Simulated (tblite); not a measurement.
rhenium atom (Re), sextet (GFN-xTB shapes and energies of metal compounds can be far from the true ones); tblite with GFN1-xTB.

tblite was given this input:
```
$ tblite run mol.xyz --method gfn1 --charge 0 --spin 5 --spin-polarized --json tblite.json --no-restart

# file mol.xyz
1

Re     0.00000000     0.00000000     0.00000000
```

It wrote (shortened):

```
xTB calculator
 | screened Coulomb repulsion
 | Coulomb electrostatics
 |  * isotropic Klopman-Ohno-Mataga-Nishimoto electrostatics
 |  * onsite third-order electrostatics
 | DFT-D3(BJ) dispersion correction
 | Interactions (1)
 | [1] spin polarization

halogen bonding energy    0.0000000000000E+00 Eh
repulsion energy          0.0000000000000E+00 Eh
dispersion energy         0.0000000000000E+00 Eh
interaction energy        0.0000000000000E+00 Eh
number of electrons       7.0000000000000E+00 e
integral cutoff           3.5545256755052E+01 bohr

------------------------------------------------------------
  cycle        total energy    energy error   density error
------------------------------------------------------------
      1     -2.089417011749  -2.0894170E+00   1.7795130E+00
      2     -2.089417011741   7.9936058E-12   1.0677078E+00
      3     -2.089417011739   1.3158363E-12   6.4056064E-05
      4     -2.089417011739  -3.5527137E-15   3.6810916E-12
------------------------------------------------------------

electronic energy        -2.0894170117393E+00 Eh
total energy             -2.0894170117393E+00 Eh

Post processing:
 | Mayer-Wiberg bond orders

[Info] JSON dump of results written to 'tblite.json'
```
